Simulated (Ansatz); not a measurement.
`C[SiH2][Se]C` → `C[Se][SiH3]` + `[CH2]` (triplet) at 600 K and 1 bar (formal loss of a carbene).

Isolated molecules relaxed with PBE0-D4/def2-TZVP in Ansatz; ΔE leaves out vibrations. CCSD(T)/CBS adds triple-zeta CCSD(T) − MP2 to the extrapolated MP2 energy (def2 sets, frozen cores). This one scheme is used for every species. Triplets are unrestricted, without spin–orbit coupling. For Se outer-core shells are correlated without core-valence functions, which leaves a few kJ/mol of doubt a bond. Scalar relativity is left out up to krypton. Each species was taken in one conformer, which may not be the lowest.

```json
{"species": "`C[SiH2][Se]C`", "CCSD(T)/CBS energy (Eh)": "-2770.73796", "H − E (kJ/mol)": "307.2", "S (J/(mol·K))": "463.3"}
{"species": "`C[Se][SiH3]`", "CCSD(T)/CBS energy (Eh)": "-2731.45956", "H − E (kJ/mol)": "216.2", "S (J/(mol·K))": "403.0"}
{"species": "`[CH2]` (triplet)", "CCSD(T)/CBS energy (Eh)": "-39.09499", "H − E (kJ/mol)": "66.5", "S (J/(mol·K))": "220.8"}
```

H − E and S are ideal-gas, rigid-rotor, harmonic terms from PBE0-D4/def2-TZVP, for one conformer and one mirror image of each species, with the whole ground term of open shells counted as degenerate. 1 Eh = 2625.50 kJ/mol, R = 8.31446 J/(mol·K).

Problem. By hand: ΔE, ΔH, ΔS and ΔG.

Solution. ΔE = (-2731.45956) + (-39.09499) − (-2770.73796) = 0.18341 Eh = 481.5 kJ/mol. Δ(H − E) = 216.2 + 66.5 − 307.2 = -24.5, so ΔH = 457.0 kJ/mol. ΔS = 403.0 + 220.8 − 463.3 = 160.5 J/(mol·K). ΔG = 457.0 − 600 × (160.5)/1000 = 360.7 kJ/mol.

Problem. By hand: the equilibrium constant, and the temperature at which ΔG would vanish if ΔH and ΔS stayed fixed.

Solution. log₁₀ K = −ΔG/(RT ln 10) = -31.4. ΔG = 0 at ΔH/ΔS = 2847 K, far beyond where these terms or the molecules hold.

The number of gas molecules changes by +1, which sets the sign of ΔS. A doubt of 5 kJ/mol in ΔE shifts log₁₀ K by 0.4 here. Other conformers and mirror images would add mixing entropy, several J/(mol·K) or more a flexible species. Modes under 60 cm⁻¹, often nearly free rotors, make the harmonic entropy too high. A triplet takes part, so the spin changes. These are equilibria of isolated gas molecules and say nothing of rates. Largest T1 diagnostic: 0.011 (customary marks: 0.02 for closed shells, 0.045 for open ones).
